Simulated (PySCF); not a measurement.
Isomers of C6H17NSi, mass 131.113 u with the commonest isotopes. Method used: PBE0/pcSseg-1 in PySCF (dipole) on a GFN2-xTB geometry, gas phase. One conformer each, none proved a minimum here; rigid rotors.

Problem. Order these by rotational constant A, largest first.
A. `[CH3:1][CH:2]([CH3:3])[N:4]([SiH3:5])[CH:6]([CH3:7])[CH3:8]` with C1–C2–N4–Si5 50°, C2–N4–C6–C7 65°
B. `[CH3:1][N:2]([CH3:3])[SiH2:4][C:5]([CH3:6])([CH3:7])[CH3:8]` with C1–N2–Si4–C5 -52°
C. `[CH3:1][CH2:2][NH:3][SiH2:4][C@@H:5]([CH3:6])[CH2:7][CH3:8]` with C1–C2–N3–Si4 -84°, C2–N3–Si4–C5 179°, N3–Si4–C5–C6 143°, Si4–C5–C7–C8 61°

Solution. B (2758 MHz), C (2546 MHz), A (1753 MHz).

Problem. Order these by out-of-plane moment Σ m c² = (Ia + Ib − Ic)/2, smallest first.
A. `[CH3:1][N:2]([CH3:3])[SiH2:4][C:5]([CH3:6])([CH3:7])[CH3:8]` with C1–N2–Si4–C5 -52°
B. `[CH3:1][CH2:2][NH:3][SiH2:4][C@@H:5]([CH3:6])[CH2:7][CH3:8]` with C1–C2–N3–Si4 -84°, C2–N3–Si4–C5 179°, N3–Si4–C5–C6 143°, Si4–C5–C7–C8 61°
C. `[CH3:1][CH:2]([CH3:3])[N:4]([SiH3:5])[CH:6]([CH3:7])[CH3:8]` with C1–C2–N4–Si5 50°, C2–N4–C6–C7 65°

Solution. B (34.35 u·Å²), A (66.29 u·Å²), C (108.08 u·Å²).

Problem. Order these by radius of gyration √(Σ m r²/M), smallest first.
A. `[CH3:1][N:2]([CH3:3])[SiH2:4][C:5]([CH3:6])([CH3:7])[CH3:8]` with C1–N2–Si4–C5 -52°
B. `[CH3:1][CH:2]([CH3:3])[N:4]([SiH3:5])[CH:6]([CH3:7])[CH3:8]` with C1–C2–N4–Si5 50°, C2–N4–C6–C7 65°
C. `[CH3:1][CH2:2][NH:3][SiH2:4][C@@H:5]([CH3:6])[CH2:7][CH3:8]` with C1–C2–N3–Si4 -84°, C2–N3–Si4–C5 179°, N3–Si4–C5–C6 143°, Si4–C5–C7–C8 61°

Solution. B (2.054 Å), A (2.157 Å), C (2.356 Å).

| SMILES | point group | Ia (u·Å²) | Ib (u·Å²) | Ic (u·Å²) | κ | μa (D) | μb (D) | μc (D) |
| --- | --- | --- | --- | --- | --- | --- | --- | --- |
| CC(C)N([SiH3])C(C)C | C1 | 288.32 | 372.79 | 444.95 | -0.29 | 0.59 | 0.89 | 0.27 |
| CCN[SiH2][C@@H](C)CC | C1 | 198.47 | 563.69 | 693.45 | -0.82 | 0.26 | 0.97 | 0.41 |
| CN(C)[SiH2]C(C)(C)C | C1 | 183.22 | 493.12 | 543.75 | -0.90 | 0.42 | 0.69 | 0.01 |
